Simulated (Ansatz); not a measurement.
Consider the β-hydride elimination: `C[N](C)[Ge]([OH])([N](C)C)[N](C)C` → `C[N](C)[GeH]([OH])[N](C)C` + `C=NC`.

Computed with Ansatz on PBE0-D4/def2-TZVP structures; ΔE is electronic, products minus reactants. CCSD(T)/CBS adds triple-zeta CCSD(T) − MP2 to the extrapolated MP2 energy (def2 sets, frozen cores). Functionals use def2-TZVPP. B3LYP here is the variant with VWN-RPA as its local correlation; programs differ in this. For Ge outer-core shells are correlated without core-valence functions, which leaves a few kJ/mol of doubt a bond. Scalar relativity is left out up to krypton. Each species was taken in one conformer, which may not be the lowest.

```tsv
level	ΔE (kJ/mol)
PBE	107.2
B3LYP	93.6
r2SCAN0	138.7
CCSD/def2-SVP	134.1
```

Problem. What does CCSD(T)/CBS give? (Estimate.)

Solution. Computed: +136.7 kJ/mol. The listed levels differ from it by -29.5, -43.1, 2.0, -2.6 kJ/mol.

Largest T1 diagnostic among the species: 0.011.

In def2-TZVPP, CCSD(T) changes the Hartree–Fock value by +41.4 kJ/mol (the triples alone add +2.8 kJ/mol) and MP2 by +55.5 kJ/mol. From PBE to PBE0 (25 % exact exchange), in def2-TZVPP and without D4, ΔE moves by +17.7 kJ/mol.
